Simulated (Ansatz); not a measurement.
Reaction (redistribution): `C[S][Al]([Cl])[Cl]` + `C#[C][In]([F])[F]` → `C#[C][Al]([Cl])[Cl]` + `C[S][In]([F])[F]`

Computed with Ansatz on PBE0-D4/def2-TZVP structures; ΔE is electronic, products minus reactants. CCSD(T)/CBS adds triple-zeta CCSD(T) − MP2 to the extrapolated MP2 energy (def2 sets, frozen cores). Functionals use def2-TZVPP. B3LYP here is the variant with VWN-RPA as its local correlation; programs differ in this. Elements past krypton have def2 core potentials. For In outer-core shells are correlated without core-valence functions, which leaves a few kJ/mol of doubt a bond. Each species was taken in one conformer, which may not be the lowest.

`C[S][Al]([Cl])[Cl]`:

```xyz
8

C     0.242    0.440    1.366
S    -1.249    0.099    0.371
Al   -0.444   -0.492   -1.531
Cl   -1.750   -0.971   -3.076
Cl    1.613   -0.606   -1.861
H     0.142   -0.097    2.308
H     1.151    0.117    0.863
H     0.295    1.510    1.561
```

`C#[C][In]([F])[F]`:

```xyz
6

C    -1.302   -0.622    1.413
C    -0.524   -0.251    0.570
In    0.790    0.378   -0.858
F     1.159   -0.529   -2.519
F     1.866    1.975   -0.767
H    -1.989   -0.951    2.160
```

`C#[C][Al]([Cl])[Cl]`:

Cartesian coordinates in Å:
```
C -1.749 -0.572 0.546
C -0.646 -0.213 0.205
Al 1.066 0.348 -0.332
Cl 1.322 1.402 -2.101
Cl 2.729 -0.075 0.834
H -2.722 -0.890 0.848
```

`C[S][In]([F])[F]`:

Z-matrix (Å, degrees):
```
C
S 1 1.824
H 1 1.088 2 111.7
H 1 1.088 2 111.6 3 -123.8
H 1 1.090 2 105.2 3 118.1
In 2 2.338 1 100.6 3 61.6
F 6 1.931 2 128.6 1 -180.0
F 6 1.942 2 120.2 1 0.0
```

| level | ΔE (kcal/mol) | difference from CCSD(T)/CBS |
| --- | --- | --- |
| LDA (SPW92) | -3.4 | -0.4 |
| BLYP-D4 | -5.6 | -2.6 |
| B3LYP-D4 | -4.7 | -1.7 |
| r2SCANh-D4 | -4.0 | -1.0 |
| BHLYP-D4 | -3.8 | -0.8 |
| BLYP | -6.3 | -3.3 |
| r2SCAN | -4.5 | -1.5 |
| PBE0 | -3.5 | -0.5 |
| r2SCANh | -4.1 | -1.1 |
| BHLYP | -4.2 | -1.2 |
| LC-ωPBE | -1.4 | 1.6 |
| CCSD/def2-SVP | -2.9 | 0.1 |
| SCS-MP2/def2-TZVPP | -2.2 | 0.8 |
| CCSD(T)/def2-TZVPP | -2.0 | 1.0 |
| HF/def2-QZVPP | -3.4 | -0.4 |
| CCSD/CBS(def2) | -3.1 | -0.1 |
| CCSD(T)/CBS | -3.0 | 0 |

Largest T1 diagnostic among the species: 0.017.

From r2SCAN to r2SCAN0 (25 % exact exchange), in def2-TZVPP and without D4, ΔE moves by +0.9 kcal/mol. In def2-TZVPP, CCSD(T) changes the Hartree–Fock value by +1.4 kcal/mol (the triples alone add +0.1 kcal/mol) and MP2 by +1.4 kcal/mol.
